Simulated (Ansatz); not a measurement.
Reactions of C2H4InN, SMILES `[InH2][C]1=NC1`.

Computed with Ansatz on PBE0-D4/def2-TZVP structures; ΔE is electronic, products minus reactants. CCSD(T)/CBS is the MP2 limit (def2-TZVPP, def2-QZVPP) plus CCSD(T) − MP2 in def2-TZVPP, frozen cores. This one scheme is used for every species. DFT in def2-TZVPP. def2 core potentials past Kr. For In, Se outer-core shells are correlated without core-valence functions, which leaves a few kJ/mol of doubt a bond. Scalar relativity is left out up to krypton. Each species was taken in one conformer, which may not be the lowest.

```json
{"reaction": "`[InH2][C]1=NC1` + H₂Se → `[SeH][InH2]` + `C1=NC1`", "PBE0-D4 (kJ/mol)": "-112", "B2PLYP (kJ/mol)": "-110", "PBE-D4 (kJ/mol)": "-109", "ωB97M-V (kJ/mol)": "-108", "CCSD(T)/CBS(def2) (kJ/mol)": "-111"}
{"reaction": "`[InH2][C]1=NC1` + H₂Se → `[SeH]C1=NC1` + `[InH3]`", "PBE0-D4 (kJ/mol)": "27", "B2PLYP (kJ/mol)": "32", "PBE-D4 (kJ/mol)": "22", "ωB97M-V (kJ/mol)": "34", "CCSD(T)/CBS(def2) (kJ/mol)": "40"}
{"reaction": "`[InH2][C]1=NC1` + `C=C(F)[SiH2]O` → `C=[C](F)[InH2]` + `O[SiH2]C1=NC1`", "PBE0-D4 (kJ/mol)": "3", "B2PLYP (kJ/mol)": "2", "PBE-D4 (kJ/mol)": "2", "ωB97M-V (kJ/mol)": "3", "CCSD(T)/CBS(def2) (kJ/mol)": "3"}
{"reaction": "`[InH2][C]1=NC1` + H₂ → `C1=NC1` + `[InH3]`", "PBE0-D4 (kJ/mol)": "-8", "B2PLYP (kJ/mol)": "-6", "PBE-D4 (kJ/mol)": "-2", "ωB97M-V (kJ/mol)": "-8", "CCSD(T)/CBS(def2) (kJ/mol)": "0"}
```

Largest T1 diagnostic: 0.014, for `[InH3]`.
